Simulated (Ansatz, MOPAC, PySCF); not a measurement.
Species: InF₂, charge 1, multiplicity 1. SMILES: [F][In+][F]
Geometry: optimised at B3LYP-D3(BJ)/def2-TZVP (Ansatz, a quantum-chemistry and plane-wave program).

Wanted: vertical ionisation energy to the doublet, in eV. Conventions: each state is the SCF solution reached for its charge and spin; def2 sets with scalar-relativistic core potentials past Kr; PM7 with its own dispersion and hydrogen-bond terms; STO-3G and 3-21G all-electron and non-relativistic; frozen cores in correlated levels (noble-gas shells and the d and f shells of earlier blocks); open shells spin-unrestricted; 6-31G* and kin with 6d, 5d where marked; LANL2DZ with its own core potentials from Na on; no spin-orbit coupling; dispersion terms only where a functional's name holds one. First-principles rows: single points at B3LYP-D3(BJ) geometries (Ansatz). Semi-empirical rows: differences of heats of formation at the shared geometry for vertical values. The spin state of an ion or metal species was assumed, not searched.

```tsv
level	program	vertical ionisation energy to the doublet (eV)
PM3	MOPAC	20.73
PM7	MOPAC	19.80
MNDO	MOPAC	20.13
PBE/6-31G* with LANL2DZ past Ar	Ansatz	19.38
B3LYP/STO-3G	Ansatz	15.93
B3LYP/3-21G	Ansatz	19.54
B3LYP/6-31G* with LANL2DZ past Ar	Ansatz	19.88
M06-2X/6-31G* with LANL2DZ past Ar (5d)	PySCF	20.55
MP2/6-31G* with LANL2DZ past Ar	Ansatz	20.66
PBE/def2-TZVPD	Ansatz	20.15
PBE0/def2-TZVPD	Ansatz	20.64
wB97M-V/def2-TZVPD	Ansatz	21.13
```

No value to compare with is used here. The 9 habitual levels span 15.93 (B3LYP/STO-3G) to 20.73 eV (PM3); wB97M-V/def2-TZVPD gives 21.13.

The levels are drawn from those run, B3LYP/6-31G* more often than the rest, none by its result; left out are runs that failed, that the program found above a lower state of the same kind, or whose <S^2> lies over 0.5 above the pure value.
